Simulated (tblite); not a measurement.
**Question.** Write Cartesian coordinates for InChI=1S/C5H15FSi3/c1-3-9(2,4-7)5-8-6/h3H,1,4-5,8H2,2,7H3/t9-/m1/s1 as optimised with GFN2-xTB.

**Answer.** 
```
atom  x, y, z in Å
C1    -0.4617   -2.2609    0.9340
C2    -0.6019   -1.6659   -0.2396
Si3   -0.1046    0.1226   -0.6055
C4     0.4302    0.2191   -2.4324
C5     1.3016    0.7153    0.5349
Si6    2.9314   -0.2499    0.4328
C7    -1.6431    1.2482   -0.3565
Si8   -2.5239    1.0600    1.3034
F9    -1.4352    1.2047    2.4874
H10   -0.7658   -3.2822    1.1111
H11   -0.0308   -1.7495    1.7790
H12   -1.0416   -2.2371   -1.0495
H13    0.6894    1.2329   -2.7205
H14   -0.3611   -0.1159   -3.0959
H15    1.2983   -0.4057   -2.6154
H16    0.9417    0.6916    1.5622
H17    1.5083    1.7644    0.3205
H18    2.6960   -1.6842    0.6110
H19    3.5618   -0.0272   -0.8724
H20    3.8487    0.2234    1.4760
H21   -1.3349    2.2863   -0.4830
H22   -2.3591    1.0511   -1.1531
H23   -3.4632    2.1433    1.5757
H24   -3.0923   -0.2647    1.5035
```

Orientation and origin are arbitrary. Atoms count from 1 in this order. The 6 C–Si bonds span 1.888 Å (C7–Si8, drawn single) to 1.922 Å (Si3–C7, drawn single), a spread of 0.034 Å. Si8 (fluorine-bound silicon) is distorted tetrahedral (angles from 103.3° to 113.5°). Si6 (SiH3 silicon) is tetrahedral (angles from 108.4° to 110.7°). Of the pairs four or more bonds apart, F9···H16 is among the closest relative to their van der Waals radii: 2.60 Å, 97 % of the sum of Bondi's values.

Bonds between heavy atoms (Å): C1=C2 1.323, C2–Si3 1.892, Si3–C4 1.906, Si3–C5 1.905, C5–Si6 1.897, Si3–C7 1.922, C7–Si8 1.888, Si8–F9 1.615.

Computed geometry: GFN2-xTB, gas phase.

Point group: C1 (no symmetry element, even within 0.4 Å). Its lowest GFN2-xTB frequency is 14 cm⁻¹, too small to tell a flat minimum from a shallow saddle. The numbers are those of one conformer (C1–C2–Si3–C4 149°, C2–Si3–C5–Si6 60°, C2–Si3–C7–Si8 52°, Si3–C7–Si8–F9 52°). 3 starts were optimised and ended at 0.00, 0.32 and 1.54 kcal/mol (GFN2-xTB); the lowest of these is shown.
